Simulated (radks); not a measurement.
All-electron atom: Ga XI in [Ne] 3p6 3d5 (not the ground configuration).

All-electron calculation, Dirac Kohn-Sham, exchange-only PBE, spin-unpolarised, spherical densities, finite nucleus; open shells fill j = l - 1/2 first; Fermi nuclear charge, rms radius 3.9973 fm. Program: a radial shooting solver on a logarithmic mesh with Libxc functionals.

Energy parts (Ry):
| part | energy |
|---|---|
| total | -3786.23105 |
| kinetic | 3864.83459 |
| electron-nucleus | -8725.23189 |
| Hartree | 1204.98729 |
| exchange | -130.82104 |

Orbitals (lengths in bohr, moments of r in powers of bohr):
orbital  occ.  eigenvalue (Ry)      <r>  small-component weight
1s1/2       2        -772.2077  0.04859                1.26e-02
2s1/2       2        -112.8955   0.2171                2.42e-03
2p1/2       2        -102.3139   0.1878                2.41e-03
2p3/2       4        -100.2729   0.1913                2.36e-03
3s1/2       0        -28.65968   0.6048                6.45e-04
3p1/2       2        -25.14985   0.6042                6.08e-04
3p3/2       4        -24.81583   0.6114                5.98e-04
3d3/2       4        -18.95716   0.5903                5.16e-04
3d5/2       1        -18.90078   0.5924                5.13e-04
4p1/2       0        -10.66489    1.382                2.06e-04
4p3/2       0        -10.57988    1.393                2.04e-04

The highest occupied level is 3d5/2 at -257.16 eV. The configuration is held as typed, so some empty levels lie below it. Summed over all electrons, <r^2> = 5.034 bohr^2, which gives a Langevin (diamagnetic) susceptibility term of -3.99 x 10^-6 cm^3/mol. The density falls to 0.001 e/bohr^3 at r = 1.76 bohr. The electron density at the nucleus is 2.786e+04 e/bohr^3.
